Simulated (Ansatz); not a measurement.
The cluster Ag3H4, relaxed as a doublet with UKS PBE0-D4/def2-TZVP in Ansatz, starting from the GFN1-xTB geometry. Force threshold 0.02 eV/Å.

In the def2 sets Ag takes a core potential; there is no spin–orbit coupling. In the doublet, H6 and H7 lie 0.76 Å apart (atoms count from 1), so H2 has formed as a molecule. Another isomer (doublet) lies 0.03 eV lower at PBE0-D4/def2-TZVP; other spin states weren't run for this one.

Start:

| atom | x (Å) | y (Å) | z (Å) |
| --- | --- | --- | --- |
| Ag1 | 0.349 | -2.213 | -0.898 |
| Ag2 | 0.302 | 0.580 | 0.363 |
| Ag3 | -1.983 | -0.929 | -1.063 |
| H4 | 1.044 | -0.774 | -0.061 |
| H5 | -1.194 | 0.455 | -0.195 |
| H6 | -0.151 | 1.932 | 0.873 |
| H7 | 1.633 | 0.949 | 0.982 |

(1) Estimate the energy that the relaxation releases and the steps that it takes.

(2) Does the start keep its bonding and symmetry?

(3) Predict the relaxed structure.

## Answers

(1) 42.8 kcal/mol, in 13 steps; 80 s on 4 threads of Arm Neoverse N1 on a shared host. No frequencies were taken in this run, so the end may be a saddle point.

(2) Bonds lost: Ag2–H6, Ag2–H7 (atoms count from 1). Point group Cs at the start, Cs at the end, both within 0.05 Å.

(3) 
Cartesian coordinates in Å:
```
Ag 0.349 -2.378 -0.995
Ag 0.063 0.123 0.067
Ag -2.092 -1.026 -1.159
H 1.366 -1.097 -0.079
H -1.637 0.566 -0.280
H 0.645 2.090 1.199
H 1.305 1.722 1.247
```
Bond lengths (bridged metal pairs left out): 1 × Ag–Ag 2.80 Å; 4 × Ag–H 1.79 to 1.87 Å.
